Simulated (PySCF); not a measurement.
# Selenium: a sound run and one with changed settings

Sound run: Se [Ar] 3d10 4s2 4p4, Se⁺ [Ar] 3d10 4s2 4p3. Computed with PySCF 2.14 in cc-pVDZ-DK, with the spin-free X2C one-electron Hamiltonian (Gaussian nucleus). The sound run starts from symmetry-adapted Hartree-Fock orbitals and uses a fine grid where one is needed.

Changed run: radial step 0.8 in ln r (0.13 in the sound run). This setting is unsound on purpose.

```json
{"species": "Se", "method": "UHF", "sound run (hartree)": "-2427.95937", "changed run (hartree)": "-2427.95937", "converged": "yes"}
{"species": "Se", "method": "BP86", "sound run (hartree)": "-2430.03043", "changed run (hartree)": "-2429.78831", "converged": "yes"}
{"species": "Se", "method": "PBE", "sound run (hartree)": "-2429.37553", "changed run (hartree)": "-2429.15780", "converged": "yes"}
{"species": "Se⁺", "method": "UHF", "sound run (hartree)": "-2427.64684", "changed run (hartree)": "-2427.64684", "converged": "yes"}
{"species": "Se⁺", "method": "BP86", "sound run (hartree)": "-2429.67100", "changed run (hartree)": "-2429.42539", "converged": "yes"}
{"species": "Se⁺", "method": "PBE", "sound run (hartree)": "-2429.02418", "changed run (hartree)": "-2428.80079", "converged": "yes"}
```

Ionisation energy of Se:

| method | sound run (eV) | changed run (eV) |
| --- | --- | --- |
| UHF | 8.504 | 8.504 |
| BP86 | 9.781 | 9.876 |
| PBE | 9.561 | 9.715 |

A coarse radial grid mis-integrates the density and the exchange-correlation energy, with errors of either sign; Hartree-Fock needs no grid.

For comparison, NIST gives 9.752 eV between the lowest levels.
